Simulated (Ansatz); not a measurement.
Gas-phase electronic energies from Ansatz, PBE0-D4/def2-TZVP geometries. CBS: MP2 limit from def2 TZ/QZ plus the TZ coupled-cluster correction, frozen cores. This one scheme is used for every species. For Ge outer-core shells are correlated without core-valence functions, which leaves a few kJ/mol of doubt a bond. Scalar relativity is left out up to krypton. Each species was taken in one conformer, which may not be the lowest.

`NCB(O)O` + `C[O][GeH2][OH]` → `NCBO` + `C[O][GeH]([OH])[OH]`  (redistribution)

`NCB(O)O`:

```xyz
11

N     0.313   -1.172    0.960
C     0.325   -0.618   -0.402
B    -0.305    0.833   -0.379
O    -0.169    1.668   -1.445
O    -1.007    1.217    0.721
H     0.371   -2.181    0.953
H     1.114   -0.840    1.482
H    -0.328   -1.236   -1.028
H     1.308   -0.640   -0.891
H    -0.633    2.499   -1.312
H    -0.988    0.470    1.341
```

`C[O][GeH2][OH]`:

```xyz
10

C     0.756    0.352   -1.415
O    -0.051    0.731   -0.327
Ge   -0.202   -0.359    1.066
O    -1.636    0.187    1.937
H     1.825    0.411   -1.175
H     0.557    1.039   -2.241
H     0.539   -0.667   -1.763
H    -0.358   -1.792    0.510
H     0.963   -0.201    2.051
H    -2.393    0.299    1.357
```

`NCBO`:

```xyz
10

N    -1.241    0.006   -0.062
C     0.027   -0.527    0.457
B     1.235    0.277   -0.172
O     0.949    1.114   -1.185
H    -1.572    0.765    0.520
H    -1.971   -0.693   -0.074
H     0.138   -1.565    0.117
H     0.075   -0.583    1.553
H     2.374    0.160    0.181
H    -0.014    1.045   -1.336
```

`C[O][GeH]([OH])[OH]`:

```xyz
11

C     1.263   -0.809   -0.951
O    -0.089   -0.698   -0.565
Ge   -0.533    0.280    0.841
O    -2.283    0.101    0.903
O    -0.131    1.980    0.605
H     1.313   -1.478   -1.813
H     1.685    0.160   -1.240
H     1.885   -1.235   -0.154
H     0.197   -0.152    2.113
H    -2.579   -0.562    0.273
H    -0.726    2.413   -0.013
```

```csv
species,HF/CBS(def2) energy (Eh)
`NCB(O)O`,-270.47047
`C[O][GeH2][OH]`,-2266.63044
`NCBO`,-195.49495
`C[O][GeH]([OH])[OH]`,-2341.57500
```

(1) Work out ΔE.

Largest T1 diagnostic among the species: 0.012.

Results:

(1) ΔE = (-195.49495) + (-2341.57500) − (-270.47047) − (-2266.63044) = 0.03096 Eh = +81.3 kJ/mol. CCSD(T)/CBS gives +75.7 kJ/mol.

In def2-TZVPP, CCSD(T) changes the Hartree–Fock value by −5.8 kJ/mol (the triples alone add −1.6 kJ/mol) and MP2 by −7.7 kJ/mol.
